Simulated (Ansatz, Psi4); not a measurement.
Two rigid molecules brought together: F2Mg ··· H2S (SMILES [F][Mg][F] and S), singlet. Monomers: optimised at B3LYP-D3(BJ) (def2-TZVP), held rigid. Orientation: lowest of the rigid-body minima from ten starts at GFN2-xTB. R is the distance of the centres of mass, along which the second monomer moves.

wB97M-V/def2-TZVP, counterpoise-corrected (Psi4); RHF/aug-cc-pVDZ, counterpoise-corrected (Ansatz, a quantum-chemistry and plane-wave program); CCSD(T)/aug-cc-pVDZ = Ansatz with CCSD(T) on RHF/aug-cc-pVDZ, frozen core, counterpoise-corrected.

Interaction energies in kcal/mol:

```tsv
R / Å	wB97M-V/def2-TZVP	RHF/aug-cc-pVDZ
2.22	5.90	13.92
2.43	-5.75	-0.02
2.60	-9.29	-4.83
2.79	-10.22	-6.76
3.04	-9.28	-6.77
3.31	-7.44	-5.69
3.58	-5.66	-4.45
4.08	-3.23	-2.66
4.78	-1.49	-1.29
5.79	-0.56	-0.53
7.13	-0.19	-0.20
```

### Question
Estimate the CCSD(T)/aug-cc-pVDZ values at these points.

### Answer
2.22: 12.91; 2.43: -1.01; 2.60: -5.81; 2.79: -7.69; 3.04: -7.57; 3.31: -6.31; 3.58: -4.89; 4.08: -2.86; 4.78: -1.35; 5.79: -0.53; 7.13: -0.19 (kcal/mol).
